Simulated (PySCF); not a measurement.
Dipole response of Ne (neon, neutral)

[Ne], closed-shell 1S. All numbers are calculated (PySCF 2.14, scalar relativity by spin-free X2C-1e, in dyall-av3z (15s9p3d2f, 71 functions)). Coupled (time-dependent) response in atomic units; α is the mean over directions.

```json
{"method": "UHF", "mean α (bohr³)": "2.134", "C₆ (like pair)": "4.990", "S(−4)": "1.562"}
{"method": "PBE", "mean α (bohr³)": "2.567", "C₆ (like pair)": "6.193", "S(−4)": "3.030"}
{"method": "PBE0", "mean α (bohr³)": "2.416", "C₆ (like pair)": "5.783", "S(−4)": "2.412"}
{"method": "BLYP", "mean α (bohr³)": "2.579", "C₆ (like pair)": "6.207", "S(−4)": "3.129"}
{"method": "r2SCANh", "mean α (bohr³)": "2.401", "C₆ (like pair)": "5.858", "S(−4)": "2.242"}
```

S(−4) is the Cauchy moment in α(ω) = α(0) + S(−4) ω² + …

Reference α: 2.661 bohr³ (recommended; Schwerdtfeger and Nagle, table of static dipole polarizabilities (2023 update)). Published C₆: 6.200 (Chu and Dalgarno (2004); Tang, Norbeck and Certain (1976)).

α(iu) at BLYP:

```json
{"u (hartree)": "0", "α(iu) (bohr³)": "2.579"}
{"u (hartree)": "0.0500", "α(iu) (bohr³)": "2.571"}
{"u (hartree)": "0.100", "α(iu) (bohr³)": "2.548"}
{"u (hartree)": "0.200", "α(iu) (bohr³)": "2.465"}
{"u (hartree)": "0.300", "α(iu) (bohr³)": "2.348"}
{"u (hartree)": "0.500", "α(iu) (bohr³)": "2.083"}
{"u (hartree)": "0.750", "α(iu) (bohr³)": "1.772"}
{"u (hartree)": "1.00", "α(iu) (bohr³)": "1.507"}
{"u (hartree)": "1.50", "α(iu) (bohr³)": "1.098"}
{"u (hartree)": "2.00", "α(iu) (bohr³)": "0.8162"}
{"u (hartree)": "3.00", "α(iu) (bohr³)": "0.4896"}
{"u (hartree)": "5.00", "α(iu) (bohr³)": "0.2288"}
```

A single London oscillator, α(iu) = α/(1 + u²/ω²), gives C₆ = (3/4) ω α². Matching the computed C₆ needs ω = 4 × 6.207 / (3 × 2.579²) = 1.24 hartree.
